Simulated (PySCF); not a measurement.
An unknown gives this computed stick spectrum. Computed with TDDFT PBE0/def2-SVPD, vertical, gas phase, core orbitals frozen in the response (PySCF). Geometries: GFN2-xTB, one conformer each.

| state | E (eV) | f |
| --- | --- | --- |
| S1 | 6.25 | 0.018 |
| S2 | 6.82 | 0.037 |
| S3 | 7.15 | 0.373 |
| S4 | 7.40 | 0.031 |
| S5 | 7.50 | 0.098 |
| S6 | 7.58 | 0.0031 |

Orbital energies (eV): HOMO-3 -10.44, HOMO-2 -9.53, HOMO-1 -9.21, HOMO -7.25, LUMO 0.04, LUMO+1 0.43, LUMO+2 0.64.

Question: Which candidate is it? All have the formula C4H5ClF2O.
A. `CCC(F)(F)C(=O)Cl`
B. `F[C@@H](CCl)[C@H]1O[C@@H]1F`
C. `C=C(F)OC[C@H](F)Cl`

Answer: C. Its S1 lies at 6.25 eV; the nearest of the others has S1 at 7.36 eV. S1 is HOMO→LUMO (92%). Löwdin shares by element: HOMO carbon 62% or more, oxygen 19%, fluorine 6% or more; LUMO chlorine 47%, carbon 33% or more (atoms not listed hold the other 20%). At the same level the other candidates give, for their lowest levels:
- `CCC(F)(F)C(=O)Cl`: 4.88 eV (f 0.002); 6.13 eV (f 0.002); 6.78 eV (f 0.026); 7.31 eV (f 0.010); 7.54 eV (f 0.004); T1 4.29 eV; HOMO -9.06, LUMO -1.99 eV
- `F[C@@H](CCl)[C@H]1O[C@@H]1F`: 7.36 eV (f 0.001); 7.42 eV (f 0.003); 8.05 eV (f 0.010); 8.27 eV (f 0.005); 8.35 eV (f 0.003); T1 6.68 eV; HOMO -8.80, LUMO 0.03 eV

Conformer computed: `[CH2:1]=[C:2]([F:3])[O:4][CH2:5][C@H:6]([F:7])[Cl:8]`: C1–C2–O4–C5 165°, C2–O4–C5–C6 -70°, O4–C5–C6–F7 -66°.
Triplets come from the Tamm–Dancoff approximation.

Without π bonds the low states may be Rydberg-like; a valence basis with one diffuse set may place them up to an eV too high.
